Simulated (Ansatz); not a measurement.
Input file for `B[SiH2][CH]1[NH][AlH]1`:

```yaml
crystal:
  periodic: [false, false, false]
  atoms:
    - {symbol: B, position_ang: [-0.173305, 1.564219, 1.679789]}
    - {symbol: Si, position_ang: [-0.758417, 0.881059, -0.108978]}
    - {symbol: C, position_ang: [0.618391, -0.236539, -0.728044]}
    - {symbol: N, position_ang: [0.827076, -1.554916, -0.008148]}
    - {symbol: Al, position_ang: [0.147946, -1.914968, -1.545668]}
    - {symbol: H, position_ang: [-0.228255, 0.872757, 2.657062]}
    - {symbol: H, position_ang: [0.374613, 2.622384, 1.801480]}
    - {symbol: H, position_ang: [-2.009531, 0.060793, -0.030866]}
    - {symbol: H, position_ang: [-0.998547, 1.968189, -1.103795]}
    - {symbol: H, position_ang: [1.537782, 0.285534, -1.008577]}
    - {symbol: H, position_ang: [1.101255, -1.578311, 0.957542]}
    - {symbol: H, position_ang: [-0.362110, -3.025302, -2.527697]}
basis:
  gaussian: {orbitals: def2-TZVPP}
correlation: {method: ccsd_t}
```

```sh
$ ansatz run in.yaml --threads 4 --pin off --events-out ev --progress --plain --max-ram 10444MiB
```

Output of Ansatz, abridged:

```
Functional definition: HF
1606 factors; integrals over basis functions are off by at most 1.0e-3 eV
mean field evaluation 1: about -17733.3790 eV, gradient 4.4e1 eV
mean field evaluation 2: about -17733.6254 eV, gradient 4.4e1 eV
mean field evaluation 4: about -17738.9566 eV, gradient 4.9e0 eV
mean field evaluation 8: about -17739.0753 eV, gradient 3.4e-1 eV
mean field evaluation 16: about -17739.0760 eV, gradient 1.6e-6 eV
mean field -17739.07603260 eV, -651.8990202205 hartree, gradient 1.6e-6 eV, S^2 0.000000; 0 other end points of the search recorded, 0 dependent functions left out
13 core orbitals not correlated: weight in the atoms' cores, before any rotation towards them, 1.000 or more for the frozen orbitals, at most 0.000 for the correlated occupied ones
reference -17739.07603260 eV, -651.8990202205 hartree; 13, 13 occupied and 249, 249 virtual orbitals, 1606 factors
second order -18.40787627 eV of doubles, -0.00000000 eV of singles
cycle   1  -19.16198770 eV  change   -7.5e-1 eV  update   1.1e-1
cycle   2  -19.73810264 eV  change   -5.8e-1 eV  update   3.5e-2
cycle   3  -19.87082657 eV  change   -1.3e-1 eV  update   2.1e-2
cycle   4  -19.85978340 eV  change    1.1e-2 eV  update   6.8e-3
cycle   5  -19.85859136 eV  change    1.2e-3 eV  update   4.4e-3
cycle   6  -19.85954284 eV  change   -9.5e-4 eV  update   1.8e-3
cycle   7  -19.85908325 eV  change    4.6e-4 eV  update   9.0e-4
cycle   8  -19.85906233 eV  change    2.1e-5 eV  update   3.5e-4
cycle   9  -19.85925623 eV  change   -1.9e-4 eV  update   1.6e-4
cycle  10  -19.85924424 eV  change    1.2e-5 eV  update   7.8e-5
cycle  11  -19.85920196 eV  change    4.2e-5 eV  update   3.8e-5
cycle  12  -19.85922319 eV  change   -2.1e-5 eV  update   2.0e-5
cycle  13  -19.85922916 eV  change   -6.0e-6 eV  update   8.0e-6
perturbative correction -0.84444209 eV, -0.0310326746 hartree
Total energy: -17759.77970385 eV, -652.6598661055 hartree
```

Run time 3.3 min (4 threads of an Arm Neoverse V1 on a shared host); peak host memory 7 GiB.

Correlation energy per correlated electron: -0.796 eV. T1 diagnostic: 0.0153.
